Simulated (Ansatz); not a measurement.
Ideal-gas functions of `[F][GeH]([Cl])[GeH3]` at 500 K and 1 bar, from an Ansatz frequency run at PBE0-D4/def2-TZVP.

Molar mass 203.7 g/mol, point group C1 (symmetry number 1), electronic degeneracy 1, moments of inertia 154.716, 425.721, 526.278 u Å². Harmonic wavenumbers (cm⁻¹, unscaled): 69, 86, 134, 190, 269, 427, 464, 469, 681, 698, 726, 789, 874, 875, 2157, 2166, 2178, 2188.

Use S(trans) = R[1.5 ln M + 2.5 ln T − 1.1517]; rotational temperatures θ = 24.2544 K / I; S(rot) = R[ln(√π/σ · √(T³/θAθBθC)) + 1.5]; for each mode x = 1.438777 ν̃/T, S = R[x/(eˣ − 1) − ln(1 − e⁻ˣ)] and H = RT x/(eˣ − 1); 1 cm⁻¹ = 0.0119627 kJ/mol; R = 8.31446 J/(mol·K).

By hand: the entropy, in J/(mol·K).

Translation 185.9. Rotation: θ = 0.1568, 0.057, 0.0461 K, giving 127.1. Vibration, mode by mode: 21.77, 19.95, 16.29, 13.44, 10.65, 7.11, 6.50, 6.43, 3.94, 3.79, 3.55, 3.08, 2.54, 2.54, 0.12, 0.12, 0.11, 0.11, in all 122.0. Electronic 0.0. Sum 435.0 J/(mol·K).

By hand: H − E and G − E in kJ/mol, counted from the electronic energy.

Zero-point energy ½ × 15440 × 0.0119627 = 92.4; thermal vibration 29.8; translation, rotation and pV give 4 RT = 16.6. H − E = 138.8 kJ/mol, and G − E = 138.8 − 500 × 435.0/1000 = -78.7 kJ/mol.

Vibration gives 28 % of the entropy, 58.0 J/(mol·K) of it from the modes under 150 cm⁻¹: soft modes count most, and the harmonic formula is weakest for them. The sum counts one conformer and one mirror image; others add a mixing term.
